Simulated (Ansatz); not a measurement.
Mg2O2, relaxed as a singlet with RKS PBE0-D4/def2-TZVP in Ansatz, starting from the GFN1-xTB geometry. Force threshold 0.02 eV/Å.

The structure comes from a short search, and lower isomers may exist.

Start:

Cartesian coordinates in Å:
```
Mg 0.965 -0.381 0.693
Mg -0.965 0.382 -0.695
O 0.675 -0.356 -1.132
O -0.675 0.355 1.134
```

Task: Estimate the energy that the relaxation releases and the steps that it takes.

Result: 9.0 kJ/mol, in 2 steps; 2.2 s on 4 threads of Arm Neoverse V2 on a shared host. No frequencies were taken in this run, so the end may be a saddle point.

Task: Does the start keep its bonding and symmetry?

Result: By distances, no bond broke or formed. The bond that changes most is Mg1–O3, from 1.85 to 1.86 Å (atoms count from 1). Point group D2h at the start, D2h at the end, both within 0.05 Å.

Task: Predict the relaxed structure.

Result: 
Cartesian coordinates in Å:
```
Mg 0.9219 -0.3654 0.6631
Mg -0.9226 0.3643 -0.6639
O 0.7044 -0.3703 -1.1814
O -0.7037 0.3714 1.1822
```
Bond lengths (bridged metal pairs left out): 4 × Mg–O 1.86 Å.
